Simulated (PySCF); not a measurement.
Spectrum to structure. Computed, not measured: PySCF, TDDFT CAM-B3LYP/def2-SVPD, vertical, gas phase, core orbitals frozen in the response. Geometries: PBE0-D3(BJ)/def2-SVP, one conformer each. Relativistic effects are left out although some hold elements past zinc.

```
state  λ (nm)       f
   S1   230.1  0.0006
   S2   205.4   0.048
   S3   180.0   0.116
   S4   179.8   0.333
   S5   179.5   0.760
   S6   176.7   0.031
   S7   175.3  0.0096
   S8   174.0  0.0022
   S9   163.7  0.0028
  S10   159.3  0.0003
  S11   159.0   0.048
  S12   158.7  0.0001
  S13   156.0   0.010
  S14   155.1   0.010
  S15   154.7  0.0011
```

Triplets computed (Tamm–Dancoff): 4.04, 4.74, 4.76, 5.12 eV.

**Question.** Which candidate is it? All have the formula C6H8Ge.
A. `C#C[C@H]1C=C[CH2][GeH2]1`
B. `[H][Ge]([H])([H])[c]1ccccc1`
C. `C=CC1=[CH][GeH2][CH]=C1`

**Answer.** B. Its S1 lies at 5.39 eV; the nearest of the others has S1 at 6.09 eV. S1 is HOMO-1→LUMO (51%), HOMO→LUMO+1 (47%). Löwdin shares by element: HOMO carbon 67% or more (atoms not listed hold the other 33%); LUMO carbon 62% or more (atoms not listed hold the other 38%). At the same level the other candidates give, for their lowest levels:
- `C=CC1=[CH][GeH2][CH]=C1`: 282 nm (f 0.087); 218 nm (f 0.001); 218 nm (f 0.006); 205 nm (f 0.820); 201 nm (f 0.010); T1 2.56 eV; HOMO -7.73, LUMO -0.54 eV
- `C#C[C@H]1C=C[CH2][GeH2]1`: 203 nm (f 0.010); 192 nm (f 0.017); 188 nm (f 0.024); 183 nm (f 0.009); 182 nm (f 0.021); T1 4.33 eV; HOMO -8.36, LUMO 1.03 eV
